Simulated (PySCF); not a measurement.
Br²⁺ (bromine, charge +2) across methods

[Ar] 3d10 4s2 4p2 4d1, one real determinant (an excited configuration). All numbers are calculated (PySCF 2.14, scalar relativity by spin-free X2C-1e, in aug-cc-pVTZ-DK (7s6p4d2f, 59 functions)). The B2PLYP total includes its PT2 part (frozen core); its orbital energies are those of the SCF part.

| method | E (hartree) | mean ε 4s β (eV) | mean ε 4p α (eV) | mean ε 4d α (eV) | Σ⟨r²⟩ (bohr²) | ⟨S²⟩ |
| --- | --- | --- | --- | --- | --- | --- |
| wB97X | -2604.400 | -47.149 | -35.602 | -16.753 | 29.43 | 3.751 |
| PBE | -2604.017 | -42.809 | -31.633 | -14.378 | 29.75 | 3.750 |
| BHandHLYP | -2604.323 | -45.825 | -34.841 | -15.477 | 30.38 | 3.751 |
| LDA | -2600.601 | -43.304 | -31.708 | -14.222 | 29.74 | 3.750 |
| B2PLYP | -2603.918 | -45.630 | -34.970 | -15.504 | 30.67 | 3.751 |
| r2SCAN | -2604.315 | -43.138 | -32.313 | -14.469 | 30.12 | 3.751 |
| M06 | -2604.377 | -44.975 | -33.023 | -14.820 | 29.56 | 3.750 |

(1) Estimate the same row for PBE0.

⟨L²⟩ = 7.66 against 12 for a pure F term, so this real determinant mixes terms. The outer electron is Rydberg-like, and this basis confines it to a smaller radius and binds it less than a complete one would.

## Answers

(1) E (hartree) = -2604.059; mean ε 4s β (eV) = -44.188; mean ε 4p α (eV) = -33.370; mean ε 4d α (eV) = -15.080; Σ⟨r²⟩ (bohr²) = 29.90; ⟨S²⟩ = 3.751.
